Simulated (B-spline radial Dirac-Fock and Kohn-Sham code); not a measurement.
# Binding energies of Cu²⁺ in different valence configurations

Level of theory: relaxed Dirac-Fock hole states (ΔSCF) with Breit and QED corrections and a finite nucleus; a radial atomic solver. The model has no electron correlation.

Reference: the tabulated ground configuration [Ar] 3d9, with 1s 9016.1 eV, 2p1/2 989.3 eV, 2p3/2 969.3 eV, 3p1/2 114.4 eV, 3p3/2 111.8 eV, 3d 35.84 eV, Kα1 8046.8 eV, Kβ1 8904.3 eV.

Shifts from the reference in eV.

| configuration | average energy | 1s | 2p1/2 | 2p3/2 | 3p1/2 | 3p3/2 | 3d | Kα1 | Kβ1 |
| --- | --- | --- | --- | --- | --- | --- | --- | --- | --- |
| [Ar] 3d8 4s1 | +7.82 | +9.65 | +10.64 | +10.65 | +8.05 | +7.99 | +8.09 | -1.00 | +1.66 |
| [Ar] 3d8 4p1 | +14.96 | +11.26 | +12.20 | +12.21 | +9.64 | +9.58 | +9.63 | -0.95 | +1.69 |
| [Ar] 3d7 4s2 | +22.05 | +20.63 | +22.59 | +22.61 | +16.69 | +16.55 | +16.97 | -1.99 | +4.07 |

Values without a named source are computed, but for edge energies of neutral atoms, which are taken from tables.
